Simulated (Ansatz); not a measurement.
Geometry optimisation, RKS PBE-D4/6-31G* in Ansatz.

Input file:

```yaml
crystal:
  periodic: [false, false, false]
  atoms:
    - { symbol: B, position_ang: [0.0, 0.0, 0.0] }
    - { symbol: H, position_ang: [0.0, 0.0, 1.54] }
    - { symbol: Cl, position_ang: [1.6108, 0.0, -0.93] }
    - { symbol: F, position_ang: [-1.1431, 0.0, -0.66] }
    - { symbol: O, position_ang: [0.3597, -1.5824, 0.5392] }
    - { symbol: H, position_ang: [-0.2732, -2.2387, 0.1046] }
    - { symbol: H, position_ang: [0.1909, -0.8399, 1.537] }
basis:
  gaussian: { orbitals: "6-31G*" }
hamiltonian:
  xc: pbe
  dispersion: d4
relax:
  f_tol: 0.15
  max_steps: 25
  restrain:
    - { distance: [0, 4], at: 1.41, k: 30.0 }
    - { distance: [6, 1], at: 0.66, k: 30.0 }
    - { distance: [0, 1], at: 2.39, k: 30.0 }
    - { distance: [6, 4], at: 2.21, k: 30.0 }
```

Command:

```bash
$ ansatz run input.yaml --threads 1 --pin off --max-ram 2048MiB --backend cpu --events-out ev --progress --plain --runs-dir out
```

Problem. Where does it end, and by what steps?

Solution. The forces met the threshold. The restraints hold the end off the free minimum. After 9 steps the energy has fallen by 3.545 eV (the restraints' own energy left out); B1 moved furthest, 0.71 Å.

```json
{"step": "0", "energy less start (eV)": "0.0000", "largest force component (eV/Å)": "3.911", "accepted": "yes"}
{"step": "1", "energy less start (eV)": "-0.6593", "largest force component (eV/Å)": "5.868", "accepted": "yes"}
{"step": "2", "energy less start (eV)": "-1.9651", "largest force component (eV/Å)": "5.337", "accepted": "yes"}
{"step": "3", "energy less start (eV)": "-2.9948", "largest force component (eV/Å)": "2.320", "accepted": "yes"}
{"step": "4", "energy less start (eV)": "-3.2790", "largest force component (eV/Å)": "3.398", "accepted": "yes"}
{"step": "5", "energy less start (eV)": "-3.5112", "largest force component (eV/Å)": "1.042", "accepted": "yes"}
{"step": "6", "energy less start (eV)": "-3.5235", "largest force component (eV/Å)": "1.312", "accepted": "yes"}
{"step": "7", "energy less start (eV)": "-3.5296", "largest force component (eV/Å)": "1.526", "accepted": "yes"}
{"step": "8", "energy less start (eV)": "-3.5387", "largest force component (eV/Å)": "1.542", "accepted": "yes"}
{"step": "9", "energy less start (eV)": "-3.5451", "largest force component (eV/Å)": "1.568", "accepted": "yes"}
```

```xyz
7
Properties=species:S:1:pos:R:3
B 0.172 -0.548 -0.410
H -0.007 0.144 1.882
Cl 1.606 0.395 -0.816
F -1.043 -0.021 -0.597
O 0.339 -1.844 0.043
H -0.535 -2.255 0.198
H 0.214 -0.531 1.830
```

Run time: 20 s on 1 thread of Arm Neoverse V2 (shared host), peak memory 0.15 GiB.
